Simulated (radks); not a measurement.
The nuclear charge of neutral lutetium is varied continuously with 71 electrons held in [Xe] 4f14 5d1 6s2. All-electron calculation, scalar-relativistic Kohn-Sham, PBE, spin-unpolarised, spherical densities, point nucleus. Program: a radial shooting solver on a logarithmic mesh with Libxc functionals. By the Hellmann-Feynman theorem dE/dZ = E(electron-nucleus)/Z, the electronic potential at the nucleus. The scalar-relativistic energy here is not variational (the density holds large components alone), so the two differ by a part that grows with Z.

Z     E (hartree)  E(electron-nucleus)/Z (hartree)  HOMO  e(HOMO) (eV)  <r> HOMO (bohr)
70.8  -14461.7415                         -503.329    5d        -0.473            3.337
71    -14563.3445                         -505.501    5d        -1.750            2.930
71.2  -14665.3891                         -507.669    5d        -3.243            2.682
71.4  -14767.8748                         -509.835    5d        -4.904            2.506
71.6  -14870.8016                         -512.001    5d        -6.707            2.370
71.8  -14974.1694                         -514.166    5d        -8.635            2.261
72    -15077.9783                         -516.332    5d       -10.676            2.170

The central difference of E at Z = 71 is -509.119 hartree, to compare with the third column; the second derivative is -11 hartree.
